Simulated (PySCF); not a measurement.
Bonds (- single, = double, # triple, : aromatic): C1=C2 1.327 Å, C2-C3 1.473 Å, C3=O4 1.218 Å, C3-Si5 1.928 Å, Si5-F6 1.616 Å. C1 carries H7, H8; C2 carries H9; Si5 carries H10, H11. H8 is cis to C3; H7 is trans to C3.

PySCF 2.14 calculation with shielding tensors at PBE0/pcSseg-1 (GIAO) and coordinates at the GFN2-xTB level; no solvent model, one averaged value for each set of equivalent atoms, non-relativistic, one conformer.

Referencing at the same level of theory: 13C and 1H and 29Si vs TMS; 17O vs H2O; CFCl3 for 19F.

```tsv
atoms	nucleus	count	δ (ppm)
C3	13C	1	?
H7	1H	1	7.01
H9	1H	1	6.58
O4	17O	1	865.4
Si5	29Si	1	-20.9
H10/H11	1H	2	5.17
F6	19F	1	-220.7
C1	13C	1	144.7
H8	1H	1	?
C2	13C	1	?
```

Estimate the values marked ?.

## Answers


- C3: 233.5 ppm, carbonyl carbon
- C2: 150.2 ppm, α carbon of a C=C–C=O unit; as expected for a trigonal carbon in a double bond
- H8: 6.81 ppm, hydrogen on a β carbon of a C=C–C=O unit; attached to an sp2 carbon and in the plane of the double bond

Shifts are as computed. Against solution values, carbons near 30 ppm lie about +3 ppm off and those near 130 ppm about +5 ppm. Of 1211 compounds with measured shifts, 218 miss one by over three times the rms of a fit or turn the order of signals round; such compounds aren't used in these exercises. Unscaled 19F shifts against computed CFCl3 carry errors that often reach 10 to 50 ppm. Unscaled 17O shifts of doubly bonded oxygen tend to come out too high, by tens of ppm or more. Experimental scales use liquid or dissolved standards, which lie at an offset from isolated H2O (liquid H2O: subtract about 36 ppm).
